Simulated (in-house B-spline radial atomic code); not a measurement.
Computed with a B-spline radial atomic code. Model: two electrons, singlet ground state, non-relativistic, full CI in B-splines with partial waves to l = 8 (at full coupling up to 3e-4 hartree above the limit, correlation up to 0.6 % small), density held at that of full coupling by Lieb maximisation.

W(λ) is the mean repulsion in the state of coupling λ less the Hartree energy of the fixed density. Its start is exact exchange, its initial slope is twice the second-order Görling-Levy correlation energy, and its area from 0 to 1 is E_xc. A straight curve means weak, dynamic correlation, and a curve that drops fast and flattens means strong correlation.

Command:
```bash
python run_ac.py task.json out
```
Settings (lengths in bohr, energies in hartree):
```
potential              dot
strength               0.123
lmax                   8
second                 0.7
```

Run time, properties included: 23 s on 1 thread of Intel(R) Xeon(R) Processor @ 2.30GHz, on a shared host.

**W = mean repulsion less Hartree energy, and W of three functionals.**

Given: confinement charge in harmonic well; well frequency 0.123 hartree; nuclear charge 0.7; external potential omega^2 r^2/2 - Z/r.

Computed: PBE exchange minus exact 9.2727 millihartree; SCAN exchange minus exact 0.45134 millihartree.

```json
{"coupling": "0", "W xc (hartree)": "-0.37114", "W xc minus exchange (millihartree)": "0", "kinetic minus Kohn-Sham (millihartree)": "0", "LDA (PW92) W minus its exchange (millihartree)": "0", "PBE W minus its exchange (millihartree)": "0", "SCAN W minus its exchange (millihartree)": "0"}
{"coupling": "0.02", "W xc (hartree)": "-0.37298", "W xc minus exchange (millihartree)": "-1.842", "kinetic minus Kohn-Sham (millihartree)": "0.02", "LDA (PW92) W minus its exchange (millihartree)": "-9.52", "PBE W minus its exchange (millihartree)": "-2.01", "SCAN W minus its exchange (millihartree)": "-1.82"}
{"coupling": "0.05", "W xc (hartree)": "-0.37566", "W xc minus exchange (millihartree)": "-4.521", "kinetic minus Kohn-Sham (millihartree)": "0.11", "LDA (PW92) W minus its exchange (millihartree)": "-18.65", "PBE W minus its exchange (millihartree)": "-5.01", "SCAN W minus its exchange (millihartree)": "-4.42"}
{"coupling": "0.12", "W xc (hartree)": "-0.38154", "W xc minus exchange (millihartree)": "-10.405", "kinetic minus Kohn-Sham (millihartree)": "0.61", "LDA (PW92) W minus its exchange (millihartree)": "-33.84", "PBE W minus its exchange (millihartree)": "-11.74", "SCAN W minus its exchange (millihartree)": "-10.02"}
{"coupling": "0.25", "W xc (hartree)": "?", "W xc minus exchange (millihartree)": "?", "kinetic minus Kohn-Sham (millihartree)": "?", "LDA (PW92) W minus its exchange (millihartree)": "?", "PBE W minus its exchange (millihartree)": "?", "SCAN W minus its exchange (millihartree)": "?"}
{"coupling": "0.4", "W xc (hartree)": "-0.4009", "W xc minus exchange (millihartree)": "-29.758", "kinetic minus Kohn-Sham (millihartree)": "5.5", "LDA (PW92) W minus its exchange (millihartree)": "-69.67", "PBE W minus its exchange (millihartree)": "-34.03", "SCAN W minus its exchange (millihartree)": "-28.2"}
{"coupling": "0.6", "W xc (hartree)": "-0.41164", "W xc minus exchange (millihartree)": "-40.5", "kinetic minus Kohn-Sham (millihartree)": "10.84", "LDA (PW92) W minus its exchange (millihartree)": "-86.04", "PBE W minus its exchange (millihartree)": "-46.38", "SCAN W minus its exchange (millihartree)": "-38.35"}
{"coupling": "0.8", "W xc (hartree)": "?", "W xc minus exchange (millihartree)": "?", "kinetic minus Kohn-Sham (millihartree)": "?", "LDA (PW92) W minus its exchange (millihartree)": "?", "PBE W minus its exchange (millihartree)": "?", "SCAN W minus its exchange (millihartree)": "?"}
{"coupling": "1", "W xc (hartree)": "-0.42804", "W xc minus exchange (millihartree)": "-56.899", "kinetic minus Kohn-Sham (millihartree)": "23.77", "LDA (PW92) W minus its exchange (millihartree)": "-109.16", "PBE W minus its exchange (millihartree)": "-65.36", "SCAN W minus its exchange (millihartree)": "-54.13"}
{"coupling": "1.4", "W xc (hartree)": "-0.43994", "W xc minus exchange (millihartree)": "-68.803", "kinetic minus Kohn-Sham (millihartree)": "37.94", "LDA (PW92) W minus its exchange (millihartree)": "-125.35", "PBE W minus its exchange (millihartree)": "-79.44", "SCAN W minus its exchange (millihartree)": "-65.91"}
{"coupling": "2", "W xc (hartree)": "-0.45272", "W xc minus exchange (millihartree)": "-81.577", "kinetic minus Kohn-Sham (millihartree)": "59.41", "LDA (PW92) W minus its exchange (millihartree)": "-142.77", "PBE W minus its exchange (millihartree)": "-95.1", "SCAN W minus its exchange (millihartree)": "-78.91"}
{"coupling": "3", "W xc (hartree)": "-0.46651", "W xc minus exchange (millihartree)": "-95.373", "kinetic minus Kohn-Sham (millihartree)": "93.34", "LDA (PW92) W minus its exchange (millihartree)": "-162.23", "PBE W minus its exchange (millihartree)": "-113.04", "SCAN W minus its exchange (millihartree)": "-93.32"}
{"coupling": "4.5", "W xc (hartree)": "-0.47883", "W xc minus exchange (millihartree)": "-107.69", "kinetic minus Kohn-Sham (millihartree)": "138.71", "LDA (PW92) W minus its exchange (millihartree)": "-180.72", "PBE W minus its exchange (millihartree)": "-130.39", "SCAN W minus its exchange (millihartree)": "-106.26"}
{"coupling": "7", "W xc (hartree)": "-0.49027", "W xc minus exchange (millihartree)": "-119.14", "kinetic minus Kohn-Sham (millihartree)": "203.02", "LDA (PW92) W minus its exchange (millihartree)": "-199.26", "PBE W minus its exchange (millihartree)": "-148.01", "SCAN W minus its exchange (millihartree)": "-117.76"}
{"coupling": "10", "W xc (hartree)": "-0.49805", "W xc minus exchange (millihartree)": "-126.91", "kinetic minus Kohn-Sham (millihartree)": "268.1", "LDA (PW92) W minus its exchange (millihartree)": "-212.81", "PBE W minus its exchange (millihartree)": "-160.99", "SCAN W minus its exchange (millihartree)": "-124.89"}
```

Problem. What belongs in the row 0.25?

Solution. W xc (hartree): -0.39127; W xc minus exchange (millihartree): -20.134; kinetic minus Kohn-Sham (millihartree): 2.39; LDA (PW92) W minus its exchange (millihartree): -53.38; PBE W minus its exchange (millihartree): -22.95; SCAN W minus its exchange (millihartree): -19.17.

Problem. What belongs in the row 0.8?

Solution. W xc (hartree): -0.42054; W xc minus exchange (millihartree): -49.405; kinetic minus Kohn-Sham (millihartree): 17.04; LDA (PW92) W minus its exchange (millihartree): -98.78; PBE W minus its exchange (millihartree): -56.65; SCAN W minus its exchange (millihartree): -46.86.

Problem. What is the LDA exchange minus exact?

Solution. 53.23 millihartree.

**Energy parts, natural occupations and partial-wave weights.**

Computed: total energy -0.0174 hartree; exchange energy -0.37114 hartree; correlation energy -0.03313 hartree; kinetic part of the DFT correlation energy 0.023769 hartree; initial slope twice GL2 -0.093232 hartree; kinetic part over minus potential part 0.41774; Lieb Oxford ratio E_xc over LDA exchange 1.2717.

```
natural  occupation of the shell (electrons)
      s                               1.9275
      p                                    ?
      s                             0.022917
      d                            0.0010149
      p                           0.00054454
      s                           0.00014751
```

Problem. What belongs in the row p?

Solution. occupation of the shell (electrons): 0.047587.

| wave | weight |
| --- | --- |
| s | 0.97529 |
| p | 0.024083 |
| d | ? |
| f | 6.2907e-05 |
| g | 1.3486e-05 |

Problem. What belongs in the row d?

Solution. weight: 0.00054393.

Problem. What is the Kohn-Sham kinetic?

Solution. 0.35245 hartree.

Problem. What is the Hartree energy?

Solution. 0.74228 hartree.

Half-way to full coupling W has made 62 % of its drop, against 50 % for a straight line, and second-order (GL2) theory, half the initial slope, overshoots the correlation energy by about 41 %: a marked bend. Over couplings 0 to 1 the errors in E_xc come to about +14 millihartree for LDA, +4.5 millihartree for PBE, +2.1 millihartree for SCAN, so SCAN is nearest. In LDA and PBE the errors of exchange and correlation have opposite signs, so the sum is smaller than the larger of the two.
